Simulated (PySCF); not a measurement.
Several molecules and their computed UV-vis stick spectra, shuffled. Computed with PySCF 2.14.0, density-fitted response routines, TDDFT PBE0/def2-SVPD, vertical, gas phase, core orbitals frozen in the response. Geometries: PBE0-D3(BJ)/def2-SVP; one conformer of each isolated species. Triplets are in the Tamm–Dancoff approximation. Atoms past krypton carry core potentials; spin–orbit coupling is left out.

A. `BN(B)C=C`
B. `C[S][Ta](=[NH])([S]C)[S]C`
C. `CC[C@@H]1CC=CS1(=O)=O`
D. `N[C@]12C[C@](B(O)O)(C1)C2`

Lowest singlet levels (six at most, fewer where fewer were computed) with oscillator strengths:

1. 5.79 eV (f 0.003); 6.29 eV (f 0.031); 6.83 eV (f 0.053); 7.15 eV (f 0.084); 7.26 eV (f 0.013); 7.31 eV (f 0.005); T1 5.78 eV
2. 4.84 eV (f 0.033); 5.89 eV (f 0.004); 5.96 eV (f 0.285); 6.49 eV (f 0.002); 7.05 eV (f 0.013); 7.09 eV (f 0.007); T1 3.88 eV
3. 3.95 eV (f 0.026); 4.03 eV (f 0.023); 4.19 eV (f 0.002); 4.35 eV (f 0.007); 4.40 eV (f 0.008); 4.45 eV (f 0.025); T1 3.50 eV
4. 5.73 eV (f 0.001); 6.25 eV (f 0.081); 6.80 eV (f 0.044); 7.04 eV (f 0.002); 7.35 eV (f 0.003); 7.51 eV (f 0.009); T1 4.19 eV

Task: Which spectrum belongs to which structure?

Result: 1 = D, 2 = A, 3 = B, 4 = C.
- A: S1 at 4.84 eV, HOMO→LUMO (99%); Löwdin shares by element: HOMO carbon 65%, nitrogen 17%, boron 4% or more; LUMO boron 61%, nitrogen 14%, hydrogen 6% or more (atoms not listed hold the other 18%); HOMO -7.38 and LUMO -1.47 eV.
- B: S1 at 3.95 eV, HOMO→LUMO (81%); for S1 the Löwdin share of tantalum is 4% in HOMO and 52% in LUMO (ligand-to-metal charge transfer by this measure); HOMO -6.82 and LUMO -1.69 eV.
- C: S1 at 5.73 eV, HOMO-1→LUMO (58%), HOMO→LUMO (41%); Löwdin shares by element: HOMO oxygen 44%, carbon 32% or more (atoms not listed hold the other 24%); LUMO carbon 73% or more, sulfur 5% (atoms not listed hold the other 22%); HOMO -8.06 and LUMO -1.00 eV.
- D: S1 at 5.79 eV, HOMO→LUMO (99%); Löwdin shares by element: HOMO nitrogen 53%, carbon 25% or more, hydrogen 5% or more (atoms not listed hold the other 17%); LUMO oxygen 36%, boron 33%, hydrogen 13% or more (atoms not listed hold the other 18%); HOMO -6.73 and LUMO -0.32 eV.
C and D have S1 within 0.06 eV of each other; their strongest listed levels stand at 6.25 eV (f 0.081) and 7.15 eV (f 0.084).
